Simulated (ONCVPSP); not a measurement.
# Logarithmic derivatives: O, ONCV

- Element: oxygen
- Generator: ONCVPSP 4.0.1
- Type: optimised norm-conserving Vanderbilt (ONCV)
- Functional: PBEsol
- Relativity: scalar-relativistic
- Frozen core: none
- Valence charge: 8
- Reference configuration: 1s2 2s2 2p4
- Partial waves: 1s+2s: rc 0.40 bohr, ncon 4, nbas 7, qcut 26.1 1/bohr, 2 projectors; 2p: rc 1.00 bohr, ncon 3, nbas 8, qcut 6.8 1/bohr, 2 projectors, debl 2.4 Ha
- Local potential: polynomial inside 0.35 bohr (lpopt 5, dvloc0 0 Ha)
- Core correction: none

The phase is arctan(r·R′/R) of the radial function R(r), unwrapped; energies in Ha, scanned from -12 to 5 Ha. A pole is an energy at which the radial function vanishes at the test radius. The pseudo phase is shifted by a multiple of π to meet the all-electron one at the reference energy, and phase errors are pseudo minus all-electron; the curves can meet again beyond the range given. Levels narrower than the energy grid can be missing from the lists of poles.

Task: For each channel, where are the poles, and over which energies does the pseudopotential scatter like the atom?

Result:

| channel | radius (bohr) | reference energy (Ha) | poles, all-electron | poles, pseudo | unbroken range about the reference energy with phases within 0.05 rad | phase error 1 Ha above the reference energy (rad) |
| --- | --- | --- | --- | --- | --- | --- |
| s | 0.41 | -0.87 | none | none | the whole range | +0.000 |
| p | 1.01 | -0.33 | 2.60 | 2.60 | the whole range | -0.000 |

Phases in the s channel:

| E (Ha) | all-electron | pseudo |
| --- | --- | --- |
| -11.96 | 1.433 | 1.433 |
| -11.52 | 1.416 | 1.416 |
| -11.08 | 1.399 | 1.399 |
| -10.64 | 1.383 | 1.383 |
| -10.20 | 1.368 | 1.368 |
| -9.76 | 1.353 | 1.353 |
| -9.32 | 1.338 | 1.338 |
| -8.88 | 1.323 | 1.323 |
| -8.44 | 1.309 | 1.309 |
| -8.00 | 1.295 | 1.295 |
| -7.56 | 1.280 | 1.280 |
| -7.12 | 1.266 | 1.266 |
| -6.68 | 1.252 | 1.252 |
| -6.24 | 1.238 | 1.238 |
| -5.80 | 1.224 | 1.224 |
| -5.36 | 1.210 | 1.210 |
| -4.92 | 1.196 | 1.196 |
| -4.48 | 1.182 | 1.182 |
| -4.04 | 1.167 | 1.167 |
| -3.60 | 1.153 | 1.153 |
| -3.16 | 1.138 | 1.138 |
| -2.72 | 1.122 | 1.122 |
| -2.28 | 1.107 | 1.107 |
| -1.84 | 1.091 | 1.091 |
| -1.40 | 1.075 | 1.075 |
| -0.96 | 1.058 | 1.058 |
| -0.52 | 1.041 | 1.041 |
| -0.08 | 1.023 | 1.023 |
| 0.36 | 1.005 | 1.005 |
| 0.80 | 0.986 | 0.986 |
| 1.24 | 0.966 | 0.966 |
| 1.68 | 0.946 | 0.946 |
| 2.12 | 0.925 | 0.925 |
| 2.56 | 0.903 | 0.903 |
| 3.00 | 0.881 | 0.881 |
| 3.44 | 0.857 | 0.857 |
| 3.88 | 0.833 | 0.833 |
| 4.32 | 0.807 | 0.807 |
| 4.76 | 0.780 | 0.780 |
